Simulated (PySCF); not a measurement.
**TiSI₂: one-bond stretch**

These are results of PySCF, B3LYP, basis Ti def2-SVP, S def2-SVP, I def2-SVP with ECP28 (scalar-relativistic core potentials, no spin–orbit coupling, density fitting), not measurements.

Rigid scan from the singlet minimum (Ti–I 2.586 Å (×2), Ti–S 2.040 Å; I–Ti–I 125.9°, I–Ti–S 115.8° (×2)). Coordinate: the bond from Ti to the last atom (I) scaled, the rest fixed. Energies in kJ/mol from the minimum.

```tsv
scale of one bond	E (kJ/mol)	dipole size (D)
0.92	26.8	1.76
0.96	5.9	1.36
1.00	0.0	1.13
1.05	6.8	1.23
1.12	32.0	1.89
1.20	71.0	2.82
1.35	148.9	4.48
1.55	236.6	–
1.80	308.9	–
2.20	358.9	–
```

At long bonds a restricted determinant can lie too high, and another spin state can fall below this curve.

Other isomers or separated fragments may lie lower.

The scan took 80 s on 2 threads of a shared Arm Neoverse V2 host; the process peaked at 1.1 GiB.
